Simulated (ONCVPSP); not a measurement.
## Potentials for zirconium compared

Generated with ld1.x 7.5 (TM, RRKJ, ultrasoft, PAW), atompaw 4.2 or ONCVPSP 4.0.1. The cutoff is in Ry: for ld1.x and atompaw files where the sum of valence levels is converged to 10 mRy in a Bessel basis, for ONCV files where the hardest occupied wave has 1 mHa per electron of residual kinetic energy. The error is the largest all-electron minus pseudo excitation energy over each file’s own four to seven test configurations (ionisations up to +4, promotions, holes and added fractions of an electron), all of which were solved. The labels leave out finer settings (local radius, basis sizes, second energies), which also bear on the numbers. Spin-polarised tests are not counted. The rows are a selection from randomly drawn settings: files with unsolved tests, undetermined cutoffs or missed reference levels are left out.

A true bound ghost makes a file unfit for plane-wave use even where its test errors are small: the radial tests pick states by their node count and pass the ghost by.

| potential | cutoff (Ry) | largest error (meV) | bound ghosts |
| --- | --- | --- | --- |
| ONCV, PW91, scalar-relativistic, rc 3.30/3.20/1.70/2.55 (spdf), local smoothed, core correction no, reference 4d2 5s2, qcut 2.3/3/6.8/4.3, projectors 2/2/1/1 | 32 | +318 | s |
| ONCV, PBE, scalar-relativistic, rc 1.95/1.40/2.75 (spd), local smoothed, core correction no, reference 4s2 4p6 4d3 5s1, qcut 7.7/5/4.6, projectors 3/2/2 | 196 | +18 | none |
| ONCV, PBEsol, scalar-relativistic, rc 2.05/1.85/1.70 (spd), local smoothed, core correction no, reference 4s2 4p6 4d2 5s2, qcut 6.4/9.4/5, projectors 2/2/2 | 42 | -5.3 | none |
| ONCV, LDA (Perdew-Wang 92), fully relativistic, rc 3.40/3.40/2.30 (spd), local d, core correction yes, reference 4d2 5s2, qcut 2.5/1.9/8.2, projectors 2/2/0 | 30 | -224 | none |
| ONCV, LDA (Perdew-Wang 92), fully relativistic, rc 2.15/2.45/2.35 (spd), local smoothed, core correction no, reference 4s2 4p6 4d2 5s1 5p1, qcut 6.1/5/5.9, projectors 3/2/2 | 24 | +5.3 | none |
| ONCV, PW91, scalar-relativistic, rc 1.90/1.30/1.90 (spd), local smoothed, core correction yes, reference 4s2 4p6 4d1, qcut 4.9/7.5/5.9, projectors 2/2/3 | 49 | +8.0 | none |

**Question.** Fill in the row for Zr: ONCV, PW91, scalar-relativistic, rc 2.70/2.80/2.05 (spd), local smoothed, core correction yes, reference 4d2 5s1, qcut 2.5/3.4/4, projectors 2/2/2.

**Answer.** cutoff 99 Ry, largest error -80 meV, bound ghosts: none.
